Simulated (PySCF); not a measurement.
**From a computed spectrum to the compound**

A species of 5 atoms with charge 3 has these harmonic modes (PBE0, small Gaussian bases with core potentials, PySCF 2.14.0):

```json
{"cm⁻¹": "395", "km/mol": "12.1", "symmetry": "a1"}
{"cm⁻¹": "698", "km/mol": "70.4", "symmetry": "e"}
{"cm⁻¹": "698", "km/mol": "70.4", "symmetry": "e"}
{"cm⁻¹": "1431", "km/mol": "123.1", "symmetry": "a1"}
{"cm⁻¹": "1566", "km/mol": "72.0", "symmetry": "e"}
{"cm⁻¹": "1566", "km/mol": "72.0", "symmetry": "e"}
{"cm⁻¹": "3246", "km/mol": "401.5", "symmetry": "a1"}
{"cm⁻¹": "3306", "km/mol": "252.7", "symmetry": "e"}
{"cm⁻¹": "3306", "km/mol": "252.7", "symmetry": "e"}
```

(1) Which species is it, and in which structure?

Answers

(1) [Pm(NH3)]3+ (singlet in the valence; each metal's 4f electrons, 4 of them, lie in its core potential, out of spins and levels):
```xyz
5

Pm    0.0000    0.0000   -0.2599
N     0.0000    0.0000    2.1303
H     0.9410    0.0000    2.5880
H    -0.4705    0.8149    2.5880
H    -0.4705   -0.8150    2.5880
```
Ideal gas at 298.15 K and 1 bar: S = 273.8 J/(mol K), Cp = 47.3 J/(mol K), H − H(0 K) = 11.4 kJ/mol (rigid rotor, harmonic modes, spin degeneracy alone, that of the 4f electrons in the core included). An lcecp potential fixes the number of 4f electrons, so in runs with it no electron can move into or out of that shell.
 This is one of several that fit.
